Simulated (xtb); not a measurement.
Species: HF2Ga, SMILES `[F][GaH][F]` (charge 0, multiplicity 1).

Q: Give a relaxed geometry from GFN2-xTB run with xtb.

A: the end point of this relaxation (outside a Z-matrix the atoms follow the SMILES, hydrogens last).
Z-matrix (Å, degrees):
```
Ga
F 1 1.7308
F 1 1.7316 2 116.22
H 1 1.4987 2 121.90 3 179.96
```
